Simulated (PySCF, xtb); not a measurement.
C3H2F3, SMILES C=[C]C(F)(F)F, multiplicity 2.

Harmonic wavenumbers (cm⁻¹) from xtb with GFN2-xTB at its own minimum, in rising order: 48, 156, 290, 379, 424, 499, 537, 589, 766, 887, 918, 958, 1048, 1139, 1322, 1825, 2878, 3057.

### Question
What does PBE-D3(BJ)/def2-SVP in PySCF give at its own minimum? (An estimate is asked for; the answer gives what the named calculation found.)

### Answer
88, 184, 309, 404, 469, 537, 579, 621, 787, 875, 941, 1116, 1154, 1201, 1329, 1743, 3003, 3115. Paired by order, the mean absolute difference is 51 cm⁻¹ and the zero-point energies are 25.3 and 26.4 kcal/mol.
